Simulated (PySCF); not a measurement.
CH₈FNSi₂, SMILES N[Si@@]([SiH3])(F)C. Coordinates come from a PBE-D3(BJ)/def2-SVP optimisation. The structure was generated by enumeration; whether it is a known compound was not checked. Other conformers were not sampled.

Computed equilibrium geometry at PBE-D3(BJ)/def2-SVP (PySCF confirms it by a frequency run) as bond lengths and angles (one conformer of several):
Atoms: C1 Si2 N3 F4 Si5 H6 H7 H8 H9 H10 H11 H12 H13. Bond lengths (Å): C1–Si2 1.876, C1–H6 1.110, C1–H7 1.108, C1–H8 1.108, Si2–N3 1.731, Si2–F4 1.660, Si2–Si5 2.349, N3–H9 1.023, N3–H10 1.024, Si5–H11 1.508, Si5–H12 1.507, Si5–H13 1.506. Angles (°): Si2–C1–H6 110.5, Si2–C1–H7 110.8, Si2–C1–H8 111.0, H6–C1–H7 107.6, H6–C1–H8 108.3, H7–C1–H8 108.6, C1–Si2–N3 108.8, C1–Si2–F4 106.6, C1–Si2–Si5 115.2, N3–Si2–F4 113.1, N3–Si2–Si5 107.3, F4–Si2–Si5 106.0, Si2–N3–H9 120.0, Si2–N3–H10 120.1, H9–N3–H10 110.6, Si2–Si5–H11 110.3, Si2–Si5–H12 110.6, Si2–Si5–H13 111.5, H11–Si5–H12 108.0, H11–Si5–H13 108.2, H12–Si5–H13 108.2.
Charge 0, spin multiplicity 1.
